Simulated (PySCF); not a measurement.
Basis and Hamiltonian dependence of the ionisation energy of Ni

Ni [Ar] 3d8 4s2 (3F) → Ni⁺ [Ar] 3d9 (2D). All values are computed (PySCF 2.14, energy differences of UHF-based or UKS calculations, no spin-orbit coupling). Values in eV.

```
                                                                   basis       Hamiltonian  functions     UHF     PBE    PBE0  MP2 (valence)  CCSD(T) (valence)  CCSD(T) (valence and next inner shell)
                                                                  STO-3G  non-relativistic         18  35.076  34.815  34.758            n/a                n/a                                     n/a
                                                                 cc-pVDZ  non-relativistic         43   7.673     n/a   7.307          6.399                n/a                                     n/a
                                                             x2c-TZVPall     spin-free X2C         48   8.209     n/a   7.803          6.991                n/a                                     n/a
                                                                 pcseg-2  non-relativistic         56   7.785   7.122   7.238          6.492                n/a                                     n/a
                                                            ANO-RCC-VTZP     spin-free X2C         59   8.235   7.666   7.775          6.863              7.699                                   7.591
                                                             def2-TZVPPD  non-relativistic         67   7.715   7.140   7.238          6.381              7.206                                   7.099
       x2c-TZVPPall with one added diffuse shell each of s, p, d, f type     spin-free X2C         80   8.224   7.708   7.800          7.004              7.824                                   7.723
                                                          aug-cc-pVTZ-DK     spin-free X2C         93   8.224   7.695   7.788          6.992              7.823                                     n/a
                                                             aug-cc-pVTZ  non-relativistic         93   7.717   7.132   7.229          6.438              7.267                                     n/a
                                                              dyall-av2z  non-relativistic        101   7.727   7.143   7.245          6.518              7.336                                     n/a
                                                            x2c-QZVPPall     spin-free X2C        108   8.229   7.669   7.768          6.978                n/a                                     n/a
     aug-cc-pVTZ with one added diffuse shell each of s, p, d, f, g type  non-relativistic        118   7.716   7.133   7.228          6.466                n/a                                     n/a
aug-cc-pwCVTZ-DK with one added diffuse shell each of s, p, d, f, g type     spin-free X2C        152   8.229   7.684   7.781          6.996                n/a                                     n/a
```

Problem. Estimate the row for def2-SVP (non-relativistic, 31 functions).

Solution. From the rows with the same Hamiltonian and similar size; the calculation gives UHF 8.10; PBE 7.66; MP2 (valence) 6.80 (eV).

Frozen in the all-electron rows: valence: [Ar]; valence and next inner shell: [Ne].

At UHF, STO-3G, def2-SVP lie more than 0.3 eV from the median of the rows with comparable relativity.

Non-relativistic rows lack the scalar-relativistic shift.

Between the lowest levels the reference is 7.640 eV (measured; NIST Atomic Spectra Database, ionization energies); it includes spin-orbit coupling, which these numbers lack.
